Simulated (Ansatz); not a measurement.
One change: `O[SiH]([SiH3])O[SiH3]` becomes `O[SiH]([SiH3])[SeH]`.

Ansatz, PBE0-D4/def2-TZVP geometries, multiplicity 1. Each molecule was computed in one conformer, which needn't be the lowest.

Scalar relativity is left out up to krypton.

| property | `O[SiH]([SiH3])O[SiH3]` |
| --- | --- |
| HOMO energy (B3LYP/def2-TZVPP) / eV | -7.60 |
| LUMO energy (ωB97M-V/def2-TZVPP) / eV | 1.34 |
| LUMO energy (PBE0/def2-TZVPP) / eV | -0.33 |
| HOMO–LUMO gap (ωB97M-V/def2-TZVPP) / eV | 11.21 |
| HOMO energy (ωB97M-V/def2-TZVPP) / eV | -9.87 |
| HOMO–LUMO gap (PBE/def2-TZVPP) / eV | 5.40 |

(1) Give the same properties after the change, and the shifts. (Best estimate.)

Answers

(1) Ansatz gave: 
```csv
property,`O[SiH]([SiH3])[SeH]`,shift
HOMO energy (B3LYP/def2-TZVPP) / eV,-7.00,0.60
LUMO energy (ωB97M-V/def2-TZVPP) / eV,1.30,-0.04
LUMO energy (PBE0/def2-TZVPP) / eV,-0.40,-0.07
HOMO–LUMO gap (ωB97M-V/def2-TZVPP) / eV,10.68,-0.53
HOMO energy (ωB97M-V/def2-TZVPP) / eV,-9.39,0.48
HOMO–LUMO gap (PBE/def2-TZVPP) / eV,4.89,-0.51
```

With PBE0 the HOMO rises by 0.54 eV and the LUMO falls by 0.07 eV, so the gap narrows by about 0.61 eV. PBE moves the HOMO by 0.46 eV and ωB97M-V by 0.48 eV.

B3LYP here is the variant with VWN-RPA as its local correlation; programs differ in this.

Spin–orbit coupling is left out; it splits and shifts lone-pair levels of the heavy atoms by tenths of an eV.
